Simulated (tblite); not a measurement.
Record of a relaxation.

Species: C4H5AlF2.
Atom-mapped SMILES: `[CH3:1][CH2:2][C:3]#[C:4][Al:5]([F:6])[F:7]` (hydrogens: H8, H9, H10 on C1; H11, H12 on C2)

Computed with GFN2-xTB (tblite), gas phase: L-BFGS steps from a force-field or distance-geometry start until the largest atomic force falls under 0.01 eV/Å. 11 of its 51 geometries are shown.

Step 0: E = -591.1357 eV, largest atomic force 2.792 eV/Å
```
atom  x, y, z in Å  |  force x, y, z in eV/Å
C1     -2.079    0.294    0.054   -1.075   0.917   0.168
C2     -1.195   -0.867    0.354    1.114  -1.369   0.257
C3      0.214   -0.398    0.320   -1.137  -0.781   0.130
C4      1.355   -0.006    0.263    0.644   0.192   0.389
Al5     3.216    0.569    0.215    1.521   0.462  -2.295
F6      3.559    2.247   -0.401   -0.382  -2.258   1.188
F7      4.536   -0.631   -0.071   -1.716   1.655   0.733
H8     -1.995    1.004    0.904   -0.239  -0.231  -0.602
H9     -1.682    0.782   -0.839   -0.534   0.085   0.019
H10    -3.162    0.002   -0.060    1.196   0.326  -0.019
H11    -1.331   -1.728   -0.361    0.254   0.856   0.434
H12    -1.437   -1.270    1.361    0.354   0.147  -0.402
```

Step 5: E = -591.9293 eV, largest atomic force 0.609 eV/Å
```
atom  x, y, z in Å  |  force x, y, z in eV/Å
C1     -2.064    0.301    0.061   -0.347   0.495  -0.035
C2     -1.155   -0.870    0.367    0.440  -0.408   0.104
C3      0.245   -0.437    0.330   -0.453  -0.205   0.054
C4      1.378   -0.008    0.296   -0.158  -0.130   0.024
Al5     3.187    0.551    0.038   -0.139  -0.073  -0.168
F6      3.549    2.115   -0.313    0.064   0.103   0.054
F7      4.435   -0.519   -0.010    0.056  -0.009   0.076
H8     -2.018    1.018    0.882   -0.009   0.036  -0.106
H9     -1.736    0.800   -0.848   -0.044   0.030  -0.018
H10    -3.110    0.009   -0.067    0.245  -0.125   0.052
H11    -1.308   -1.686   -0.357    0.154   0.227   0.069
H12    -1.401   -1.276    1.359    0.190   0.060  -0.106
```

Step 10: E = -591.9566 eV, largest atomic force 0.089 eV/Å
```
atom  x, y, z in Å  |  force x, y, z in eV/Å
C1     -2.064    0.317    0.062   -0.020  -0.002   0.010
C2     -1.152   -0.872    0.372    0.016   0.007   0.008
C3      0.232   -0.454    0.337    0.047   0.039   0.000
C4      1.364   -0.026    0.298    0.049  -0.042  -0.062
Al5     3.164    0.542    0.006    0.018   0.007   0.024
F6      3.555    2.114   -0.299   -0.010  -0.016   0.012
F7      4.432   -0.510    0.005   -0.017   0.013   0.009
H8     -2.021    1.036    0.876   -0.008   0.043  -0.036
H9     -1.746    0.809   -0.855   -0.011  -0.010   0.013
H10    -3.093   -0.011   -0.061   -0.013  -0.035   0.032
H11    -1.290   -1.670   -0.362   -0.025   0.014  -0.030
H12    -1.379   -1.277    1.361   -0.027  -0.017   0.020
```

Step 15: E = -591.9598 eV, largest atomic force 0.069 eV/Å
```
atom  x, y, z in Å  |  force x, y, z in eV/Å
C1     -2.068    0.317    0.066    0.014  -0.006   0.000
C2     -1.149   -0.868    0.377   -0.035   0.045  -0.010
C3      0.234   -0.449    0.338    0.009  -0.019  -0.009
C4      1.375   -0.047    0.274   -0.017  -0.002  -0.012
Al5     3.168    0.543    0.009    0.025  -0.009  -0.017
F6      3.554    2.115   -0.292   -0.004   0.019   0.018
F7      4.433   -0.509    0.012    0.043  -0.012   0.018
H8     -2.026    1.055    0.863   -0.013  -0.026   0.026
H9     -1.754    0.805   -0.854   -0.044  -0.040  -0.035
H10    -3.094   -0.027   -0.047   -0.001   0.034   0.019
H11    -1.293   -1.657   -0.369    0.010   0.011   0.024
H12    -1.381   -1.281    1.363    0.012   0.006  -0.022
```

Step 20: E = -591.9621 eV, largest atomic force 0.073 eV/Å
```
atom  x, y, z in Å  |  force x, y, z in eV/Å
C1     -2.073    0.320    0.069   -0.031  -0.002  -0.004
C2     -1.149   -0.858    0.377    0.044  -0.058  -0.005
C3      0.239   -0.449    0.334   -0.028   0.023  -0.023
C4      1.383   -0.062    0.250    0.007   0.016  -0.002
Al5     3.180    0.539    0.004   -0.010  -0.020   0.003
F6      3.550    2.119   -0.278   -0.002  -0.022   0.016
F7      4.449   -0.509    0.025    0.022   0.017   0.008
H8     -2.032    1.063    0.862    0.038   0.011  -0.026
H9     -1.777    0.789   -0.867   -0.019   0.032   0.014
H10    -3.098   -0.028   -0.027   -0.034  -0.005   0.017
H11    -1.293   -1.644   -0.369   -0.003  -0.024  -0.013
H12    -1.378   -1.280    1.359    0.015   0.033   0.015
```

Step 25: E = -591.9653 eV, largest atomic force 0.106 eV/Å
```
atom  x, y, z in Å  |  force x, y, z in eV/Å
C1     -2.088    0.317    0.070    0.030  -0.002  -0.003
C2     -1.146   -0.855    0.370   -0.064   0.081  -0.026
C3      0.239   -0.438    0.313    0.025  -0.004  -0.040
C4      1.390   -0.074    0.218   -0.033  -0.013   0.000
Al5     3.193    0.522   -0.001   -0.010   0.011   0.048
F6      3.545    2.112   -0.249    0.013  -0.018  -0.006
F7      4.484   -0.500    0.048   -0.024   0.017  -0.008
H8     -2.019    1.073    0.849    0.012  -0.014  -0.001
H9     -1.823    0.780   -0.878   -0.011  -0.017  -0.002
H10    -3.118   -0.030    0.011    0.048  -0.015   0.028
H11    -1.292   -1.645   -0.373   -0.010  -0.013   0.042
H12    -1.363   -1.263    1.362    0.025  -0.013  -0.031
```

Step 30: E = -591.9674 eV, largest atomic force 0.062 eV/Å
```
atom  x, y, z in Å  |  force x, y, z in eV/Å
C1     -2.095    0.319    0.070    0.006  -0.004   0.006
C2     -1.148   -0.845    0.361    0.037  -0.050   0.004
C3      0.238   -0.432    0.287   -0.022  -0.023  -0.007
C4      1.394   -0.086    0.193    0.018   0.008   0.012
Al5     3.198    0.513    0.011   -0.003   0.015  -0.006
F6      3.546    2.104   -0.231    0.016   0.025   0.001
F7      4.502   -0.490    0.063   -0.015  -0.014   0.009
H8     -2.007    1.082    0.840    0.003   0.011  -0.008
H9     -1.859    0.770   -0.891   -0.013  -0.005  -0.006
H10    -3.123   -0.037    0.047   -0.003   0.015   0.007
H11    -1.299   -1.647   -0.367   -0.034   0.005  -0.021
H12    -1.347   -1.253    1.356    0.009   0.018   0.008
```

Step 35: E = -591.9687 eV, largest atomic force 0.054 eV/Å
```
atom  x, y, z in Å  |  force x, y, z in eV/Å
C1     -2.095    0.318    0.071   -0.018   0.001  -0.006
C2     -1.145   -0.849    0.354   -0.035   0.041  -0.007
C3      0.239   -0.439    0.266    0.029  -0.006   0.003
C4      1.396   -0.088    0.188   -0.013   0.010  -0.006
Al5     3.199    0.518    0.016    0.003   0.007  -0.015
F6      3.555    2.108   -0.221    0.003   0.005   0.006
F7      4.500   -0.489    0.074   -0.016  -0.006   0.010
H8     -1.995    1.089    0.832    0.034  -0.007  -0.017
H9     -1.881    0.761   -0.899    0.017  -0.014   0.015
H10    -3.123   -0.035    0.071   -0.010  -0.004   0.012
H11    -1.318   -1.651   -0.370    0.009  -0.002   0.016
H12    -1.331   -1.244    1.357   -0.002  -0.026  -0.011
```

Step 40: E = -591.9694 eV, largest atomic force 0.039 eV/Å
```
atom  x, y, z in Å  |  force x, y, z in eV/Å
C1     -2.098    0.318    0.072    0.036  -0.013   0.006
C2     -1.146   -0.848    0.350    0.003  -0.023   0.006
C3      0.241   -0.443    0.256   -0.019   0.023   0.008
C4      1.396   -0.086    0.181   -0.018   0.008  -0.018
Al5     3.199    0.522    0.015   -0.007   0.000   0.007
F6      3.561    2.113   -0.213    0.000   0.000   0.000
F7      4.495   -0.491    0.085   -0.005  -0.006   0.001
H8     -1.979    1.094    0.824   -0.003   0.006   0.002
H9     -1.891    0.753   -0.903   -0.014  -0.008  -0.011
H10    -3.127   -0.034    0.088    0.022   0.023   0.007
H11    -1.324   -1.653   -0.369    0.013  -0.006  -0.018
H12    -1.325   -1.245    1.353   -0.010  -0.005   0.009
```

Step 45: E = -591.9707 eV, largest atomic force 0.039 eV/Å
```
atom  x, y, z in Å  |  force x, y, z in eV/Å
C1     -2.091    0.315    0.074   -0.024   0.015  -0.006
C2     -1.146   -0.857    0.346   -0.004   0.011  -0.005
C3      0.236   -0.440    0.245    0.018  -0.030   0.017
C4      1.385   -0.069    0.158   -0.001   0.012  -0.011
Al5     3.193    0.532    0.014   -0.005  -0.002   0.017
F6      3.573    2.121   -0.199   -0.002  -0.014  -0.004
F7      4.474   -0.499    0.104   -0.006   0.008  -0.006
H8     -1.942    1.104    0.809    0.005  -0.015  -0.013
H9     -1.908    0.729   -0.915   -0.004  -0.011   0.017
H10    -3.125   -0.019    0.126    0.007   0.001   0.005
H11    -1.328   -1.660   -0.374    0.013   0.011  -0.011
H12    -1.321   -1.257    1.350    0.002   0.013   0.000
```

Step 50: E = -591.9710 eV, largest atomic force 0.008 eV/Å
```
atom  x, y, z in Å  |  force x, y, z in eV/Å
C1     -2.093    0.315    0.075    0.006  -0.005  -0.001
C2     -1.146   -0.856    0.344   -0.006   0.005  -0.001
C3      0.237   -0.443    0.239    0.004   0.002   0.001
C4      1.384   -0.067    0.143   -0.003   0.001   0.006
Al5     3.193    0.532    0.017    0.003   0.000   0.000
F6      3.576    2.120   -0.191    0.000   0.000  -0.002
F7      4.473   -0.499    0.113    0.002  -0.001  -0.002
H8     -1.930    1.109    0.801    0.001   0.002   0.000
H9     -1.923    0.719   -0.920   -0.004   0.002  -0.003
H10    -3.126   -0.017    0.146    0.002  -0.003   0.003
H11    -1.328   -1.659   -0.377    0.001   0.000  -0.003
H12    -1.316   -1.255    1.348   -0.006  -0.002   0.000
```

**Question.** Summarise the path.

**Answer.** The energy falls by 0.8353 eV from step 0 to step 50; nine tenths of that is first reached at step 5. It falls at every step. The largest force goes from 2.792 to 0.008 eV/Å. Among the bonds Al5–F6 changes most, from 1.821 to 1.647 Å; the atoms move by 0.170 Å rms after alignment.

**Question.** Follow the three bonds and two angles with the largest change from start to end.

**Answer.** 
```json
{"step": "0", "E above end (eV)": "0.8353", "largest force (eV/Å)": "2.792", "Al5–F6 (Å)": "1.821", "Al5–F7 (Å)": "1.807", "C1–C2 (Å)": "1.489", "C4–Al5–F6 (°)": "117.4", "H9–C1–H10 (°)": "112.4"}
{"step": "2", "E above end (eV)": "0.3983", "largest force (eV/Å)": "4.620", "Al5–F6 (Å)": "1.615", "Al5–F7 (Å)": "1.625", "C1–C2 (Å)": "1.591", "C4–Al5–F6 (°)": "117.1", "H9–C1–H10 (°)": "112.0"}
{"step": "4", "E above end (eV)": "0.1185", "largest force (eV/Å)": "1.040", "Al5–F6 (Å)": "1.655", "Al5–F7 (Å)": "1.657", "C1–C2 (Å)": "1.530", "C4–Al5–F6 (°)": "118.7", "H9–C1–H10 (°)": "110.3"}
{"step": "7", "E above end (eV)": "0.0201", "largest force (eV/Å)": "0.217", "Al5–F6 (Å)": "1.644", "Al5–F7 (Å)": "1.644", "C1–C2 (Å)": "1.535", "C4–Al5–F6 (°)": "122.0", "H9–C1–H10 (°)": "108.2"}
{"step": "9", "E above end (eV)": "0.0150", "largest force (eV/Å)": "0.095", "Al5–F6 (Å)": "1.647", "Al5–F7 (Å)": "1.648", "C1–C2 (Å)": "1.532", "C4–Al5–F6 (°)": "122.3", "H9–C1–H10 (°)": "108.4"}
{"step": "11", "E above end (eV)": "0.0138", "largest force (eV/Å)": "0.093", "Al5–F6 (Å)": "1.647", "Al5–F7 (Å)": "1.647", "C1–C2 (Å)": "1.529", "C4–Al5–F6 (°)": "122.4", "H9–C1–H10 (°)": "108.7"}
{"step": "13", "E above end (eV)": "0.0123", "largest force (eV/Å)": "0.097", "Al5–F6 (Å)": "1.646", "Al5–F7 (Å)": "1.646", "C1–C2 (Å)": "1.530", "C4–Al5–F6 (°)": "122.6", "H9–C1–H10 (°)": "109.0"}
{"step": "15", "E above end (eV)": "0.0112", "largest force (eV/Å)": "0.069", "Al5–F6 (Å)": "1.646", "Al5–F7 (Å)": "1.645", "C1–C2 (Å)": "1.532", "C4–Al5–F6 (°)": "122.8", "H9–C1–H10 (°)": "109.1"}
{"step": "17", "E above end (eV)": "0.0102", "largest force (eV/Å)": "0.078", "Al5–F6 (Å)": "1.647", "Al5–F7 (Å)": "1.646", "C1–C2 (Å)": "1.530", "C4–Al5–F6 (°)": "122.7", "H9–C1–H10 (°)": "108.8"}
{"step": "20", "E above end (eV)": "0.0088", "largest force (eV/Å)": "0.073", "Al5–F6 (Å)": "1.648", "Al5–F7 (Å)": "1.647", "C1–C2 (Å)": "1.529", "C4–Al5–F6 (°)": "122.4", "H9–C1–H10 (°)": "108.6"}
{"step": "22", "E above end (eV)": "0.0079", "largest force (eV/Å)": "0.070", "Al5–F6 (Å)": "1.647", "Al5–F7 (Å)": "1.647", "C1–C2 (Å)": "1.532", "C4–Al5–F6 (°)": "122.0", "H9–C1–H10 (°)": "108.6"}
{"step": "24", "E above end (eV)": "0.0064", "largest force (eV/Å)": "0.099", "Al5–F6 (Å)": "1.647", "Al5–F7 (Å)": "1.647", "C1–C2 (Å)": "1.534", "C4–Al5–F6 (°)": "121.5", "H9–C1–H10 (°)": "108.6"}
{"step": "26", "E above end (eV)": "0.0051", "largest force (eV/Å)": "0.060", "Al5–F6 (Å)": "1.648", "Al5–F7 (Å)": "1.648", "C1–C2 (Å)": "1.531", "C4–Al5–F6 (°)": "121.2", "H9–C1–H10 (°)": "108.6"}
{"step": "28", "E above end (eV)": "0.0043", "largest force (eV/Å)": "0.064", "Al5–F6 (Å)": "1.647", "Al5–F7 (Å)": "1.648", "C1–C2 (Å)": "1.528", "C4–Al5–F6 (°)": "121.1", "H9–C1–H10 (°)": "108.7"}
{"step": "30", "E above end (eV)": "0.0036", "largest force (eV/Å)": "0.062", "Al5–F6 (Å)": "1.646", "Al5–F7 (Å)": "1.647", "C1–C2 (Å)": "1.529", "C4–Al5–F6 (°)": "121.2", "H9–C1–H10 (°)": "108.8"}
{"step": "33", "E above end (eV)": "0.0029", "largest force (eV/Å)": "0.077", "Al5–F6 (Å)": "1.646", "Al5–F7 (Å)": "1.646", "C1–C2 (Å)": "1.532", "C4–Al5–F6 (°)": "121.4", "H9–C1–H10 (°)": "108.7"}
{"step": "35", "E above end (eV)": "0.0023", "largest force (eV/Å)": "0.054", "Al5–F6 (Å)": "1.647", "Al5–F7 (Å)": "1.647", "C1–C2 (Å)": "1.531", "C4–Al5–F6 (°)": "121.6", "H9–C1–H10 (°)": "108.5"}
{"step": "37", "E above end (eV)": "0.0020", "largest force (eV/Å)": "0.029", "Al5–F6 (Å)": "1.647", "Al5–F7 (Å)": "1.647", "C1–C2 (Å)": "1.529", "C4–Al5–F6 (°)": "121.7", "H9–C1–H10 (°)": "108.6"}
{"step": "39", "E above end (eV)": "0.0018", "largest force (eV/Å)": "0.042", "Al5–F6 (Å)": "1.647", "Al5–F7 (Å)": "1.647", "C1–C2 (Å)": "1.530", "C4–Al5–F6 (°)": "121.7", "H9–C1–H10 (°)": "108.8"}
{"step": "41", "E above end (eV)": "0.0014", "largest force (eV/Å)": "0.049", "Al5–F6 (Å)": "1.647", "Al5–F7 (Å)": "1.647", "C1–C2 (Å)": "1.531", "C4–Al5–F6 (°)": "121.9", "H9–C1–H10 (°)": "108.9"}
{"step": "43", "E above end (eV)": "0.0009", "largest force (eV/Å)": "0.060", "Al5–F6 (Å)": "1.647", "Al5–F7 (Å)": "1.647", "C1–C2 (Å)": "1.532", "C4–Al5–F6 (°)": "122.1", "H9–C1–H10 (°)": "108.8"}
{"step": "46", "E above end (eV)": "0.0002", "largest force (eV/Å)": "0.032", "Al5–F6 (Å)": "1.647", "Al5–F7 (Å)": "1.647", "C1–C2 (Å)": "1.529", "C4–Al5–F6 (°)": "122.1", "H9–C1–H10 (°)": "108.7"}
{"step": "48", "E above end (eV)": "0.0000", "largest force (eV/Å)": "0.014", "Al5–F6 (Å)": "1.647", "Al5–F7 (Å)": "1.647", "C1–C2 (Å)": "1.530", "C4–Al5–F6 (°)": "122.1", "H9–C1–H10 (°)": "108.7"}
{"step": "50", "E above end (eV)": "0.0000", "largest force (eV/Å)": "0.008", "Al5–F6 (Å)": "1.647", "Al5–F7 (Å)": "1.647", "C1–C2 (Å)": "1.530", "C4–Al5–F6 (°)": "122.1", "H9–C1–H10 (°)": "108.7"}
```

The cost below is that of the whole relaxation. Time: 0.44 s. Hardware: Arm Neoverse N1, one thread (shared host).
